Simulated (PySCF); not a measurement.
BH2, SMILES [BH2], multiplicity 2.

Geometry: ωB97X-D3(BJ)/def2-TZVPD. The isomer is the one that the SMILES or the coordinates give; other isomers of the formula were not compared.

The numbers are results of PBE/def2-TZVPD in PySCF, not measurements.

The molecule is in vacuum.

### Question
Estimate the frontier levels, dipole moment and polarisability. (The exact figures need the calculation; the answer reports its results.)

### Answer

```
Property                                                                                                         Value
---------------------------------------------------------------------------------------------  -----------------------
α spin, highest occupied and lowest empty level                                                     -4.93 and -3.47 eV
β spin, highest occupied and lowest empty level                                                     -8.92 and -2.83 eV
dipole moment                                                                                                0.103 e·Å
quadrupole, principal values (traceless, Buckingham form, about the centre of nuclear charge)   -1.99, -0.17, 2.16 D·Å
mean static polarisability                                                                        21.4 bohr³ (3.17 Å³)
polarisability, principal values                                                                20.3, 21.3, 22.5 bohr³
⟨S²⟩                                                                                           0.752 (pure state 0.75)
```
